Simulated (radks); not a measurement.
Coherent X-ray form factor from a spherical all-electron density. Calculated with a radial shooting solver on a logarithmic mesh with Libxc functionals: scalar-relativistic Kohn-Sham, r2SCAN, spin-polarised, spherical densities, finite nucleus; meta-GGA in the generalised Kohn-Sham scheme; Fermi nuclear charge, rms radius of each element as measured or else 0.836 A^(1/3) + 0.57 fm.

| sin(theta)/lambda (1/angstrom) | f0 (electrons) |
|---|---|
| 0.05 | 24.710 |
| 0.1 | 23.885 |
| 0.15 | 22.641 |
| 0.2 | 21.126 |
| 0.25 | 19.480 |
| 0.3 | 17.819 |
| 0.4 | 14.740 |
| 0.5 | 12.219 |
| 0.6 | 10.311 |
| 0.8 | 7.958 |
| 1 | 6.739 |
| 1.25 | 5.770 |
| 1.5 | 4.930 |
| 2 | 3.417 |

The species is in the configuration that NIST lists as its ground one. Which atom or ion scatters so?

Answer. The cobalt ion Co2+, [Ar] 3d7. Extrapolating in s^2 from the first two rows gives f0(0) = 25.0, near the electron count 25; among species with that count, the fall with angle is slower the higher Z, and the table is that of Z = 27; from so few rows the species is fixed only to a neighbour or two.
